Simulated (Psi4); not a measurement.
MoO$_{4}$, charge -2, singlet, geometry from GFN2-xTB (such geometries of metal compounds can be far from the true shape) (core potentials on Mo) (a gas-phase anion, which may not be bound at this level).

Psi4 was given this input:
```
memory 2 GB

molecule mol {
-2 1
Mo    0.000000   -0.000000    0.000000
O     1.391967   -0.302508   -0.960574
O     0.477889    0.296695    1.623385
O    -0.831045    1.373337   -0.612451
O    -1.038811   -1.367524   -0.050360
}

set {
  basis def2-tzvp
  reference rks
}

energy('svwn')
print_variables()
```

Question: What does this run give for the number of basis functions, total energy?

Answer: 
The number of basis functions is 164 and the total energy comes out as -368.1283 Eh.

A gas-phase anion may not be bound at this level; its values then depend on the basis.
